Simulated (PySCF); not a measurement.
Isomers of C3H7FSi2, one GFN2-xTB conformer each. Single-point energies are computed at PBE0/pcSseg-1 (PySCF, gas phase, no added dispersion term), electronic only.

**Question.** Rank them by PBE0/pcSseg-1 energy, lowest first (kJ/mol).
A. `F[SiH2]C#CC[SiH3]`
B. `[F:1][CH2:2][SiH2:3][C:4]#[C:5][SiH3:6]` with F1–C2–Si3–C4 180°
C. `CC1=C(F)[SiH2][SiH2]1`

**Answer.** A (0.0), C (86.5), B (176.7).

As drawn, the lowest has an Si–F bond, which the highest lacks. GFN2-xTB itself gives, in the same order: 0.0, 184.0, 213.7. Both levels put the same isomer lowest; measured from each level's own lowest isomer, the values differ by up to 97.5 kJ/mol (CC1=C(F)[SiH2][SiH2]1: 184.0 against 86.5).

**Question.** Which frontier levels, dipoles and rotational constants go with these structures?

**Answer.** 
```tsv
SMILES	HOMO (eV, PBE0/pcSseg-1)	LUMO (eV)	dipole (D)	A, B, C (MHz)
F[SiH2]C#CC[SiH3]	-7.72	-0.51	2.82	6150, 723.7, 680.3
CC1=C(F)[SiH2][SiH2]1	-7.44	-0.26	1.53	2681, 2290, 1280
FC[SiH2]C#C[SiH3]	-8.12	-0.69	2.03	8330, 636.3, 601.7
```
